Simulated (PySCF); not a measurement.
A calculated (UHF, PySCF 2.14, aug-cc-pVQZ-DK, scalar relativity by spin-free X2C-1e) atom or ion has these occupied shells.

```
shell  electrons  orbital energy (eV)  rms radius, mean of both spins (bohr)
 1s α          1              -13.604                                   1.73
```

(1) Name the element and its charge.

Results:

(1) H (hydrogen, neutral), in 1s1, 2S determinant.
